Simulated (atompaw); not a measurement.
## Which change was made? (Ar, PAW (atompaw))

Ar (Z = 18), PAW, made with atompaw 4.2.0.5 (PBEsol, scalar-relativistic). Core [Ne], reference 3s2 3p6. Waves: 3s (bound): rc 1.25 bohr; 3s channel at 2.25 Ry: rc 1.25 bohr; 3p (bound): rc 1.25 bohr; 3p channel at -0.35 Ry: rc 1.25 bohr. Local part: ultrasoft scheme with l = 2 at 1 Ry, radius 0.85 bohr. Core correction: smooth core density matched at 0.95 bohr. Augmentation charge: sinc compensation charge, radius 1.10 bohr; PAW radius 1.25 bohr; waves and projectors: custom rrkj vanderbiltortho.

Cutoffs, loose and tight: the cutoffs (Ry, on a coarse ladder) from which the occupation-weighted sum of valence levels, in a spherical-Bessel basis at the reference potential, stays within 10 and 1 mRy of its value at 400 Ry. They see the waves, projectors and local potential, not the compensation charge or the core.

The base gives: outcome: generated; cutoff, loose: 30 Ry; cutoff, tight: 55 Ry; bound ghosts: none.

**Question.** After one change the result is: outcome: generated; cutoff, loose: 30 Ry; cutoff, tight: 55 Ry; bound ghosts: s. Which change was it?
A. local potential ultrasoft scheme with l = 2 at 1 Ry, radius 0.66 bohr
B. wave 3s (bound): rc 1.25 bohr becomes 3s (bound): rc 0.90 bohr
C. all radii scaled by about 1.06 (s 1.32, p 1.32 bohr); local potential ultrasoft scheme with l = 2 at 1 Ry, radius 0.90 bohr; augmentation sinc compensation charge, radius 1.16 bohr; PAW radius 1.32 bohr; waves and projectors: custom rrkj vanderbiltortho; core correction smooth core density matched at 1.00 bohr
D. augmentation sinc compensation charge, radius 0.54 bohr; PAW radius 1.25 bohr; waves and projectors: custom rrkj vanderbiltortho

**Answer.** A. The others give: augmentation sinc compensation charge, radius 0.54 bohr; PAW radius 1.25 bohr; waves and projectors: custom rrkj vanderbiltortho → outcome: generated, no UPF (negative core plus compensation charge); cutoff, loose: 30 Ry; cutoff, tight: 55 Ry; bound ghosts: none | wave 3s (bound): rc 1.25 bohr becomes 3s (bound): rc 0.90 bohr → outcome: failed: atompaw: The overlap operator has at least one negative eigenvalue! | all radii scaled by about 1.06 (s 1.32, p 1.32 bohr); local potential ultrasoft scheme with l = 2 at 1 Ry, radius 0.90 bohr; augmentation sinc compensation charge, radius 1.16 bohr; PAW radius 1.32 bohr; waves and projectors: custom rrkj vanderbiltortho; core correction smooth core density matched at 1.00 bohr → outcome: generated; cutoff, loose: 35 Ry; cutoff, tight: 50 Ry; bound ghosts: none.
